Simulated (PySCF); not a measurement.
Spectrum to structure. Method: PySCF 2.14.0, density-fitted response routines, TDDFT CAM-B3LYP/def2-SVPD, vertical, gas phase, core orbitals frozen in the response. Geometries: GFN2-xTB, one conformer each.

| state | E (eV) | λ (nm) | f |
| --- | --- | --- | --- |
| S1 | 7.32 | 169.4 | 0.012 |
| S2 | 7.76 | 159.8 | 0.039 |
| S3 | 7.85 | 158.0 | 0.061 |
| S4 | 8.20 | 151.2 | 0.014 |
| S5 | 8.23 | 150.6 | 0.025 |
| S6 | 8.27 | 149.9 | 0.078 |
| S7 | 8.50 | 145.9 | 0.033 |
| S8 | 8.63 | 143.7 | 0.0057 |

Triplets computed (Tamm–Dancoff): 7.17, 7.59, 7.66 eV.

Question: Which structure fits? All have the formula C5H12OSi.
A. `C[Si]1(C)CCCO1`
B. `C([C@@H]1[SiH2]OC1)(C)C`
C. `CC[SiH2]C(=O)CC`

Answer: A. Its S1, at 7.32 eV, is the highest among the candidates; the nearest of the others has S1 at 6.40 eV. S1 is HOMO→LUMO (85%). Löwdin shares by element: HOMO oxygen 42%, carbon 22% or more, silicon 9% (atoms not listed hold the other 27%); LUMO carbon 26% or more, silicon 17% (atoms not listed hold the other 57%). At the same level the other candidates give, for their lowest levels:
- `CC(C)[C@H]1CO[SiH2]1`: 6.40 eV (f 0.007); 6.56 eV (f 0.043); 7.32 eV (f 0.017); 7.49 eV (f 0.019); 7.60 eV (f 0.017); T1 5.94 eV; HOMO -9.14, LUMO 0.69 eV
- `CC[SiH2]C(=O)CC`: 3.57 eV (f 0.001); 6.31 eV (f 0.002); 6.84 eV (f 0.006); 7.01 eV (f 0.012); 7.47 eV (f 0.110); T1 2.93 eV; HOMO -8.14, LUMO 0.15 eV

Without π bonds the low states are Rydberg-like; a valence basis with one diffuse set may place them up to an eV too high.
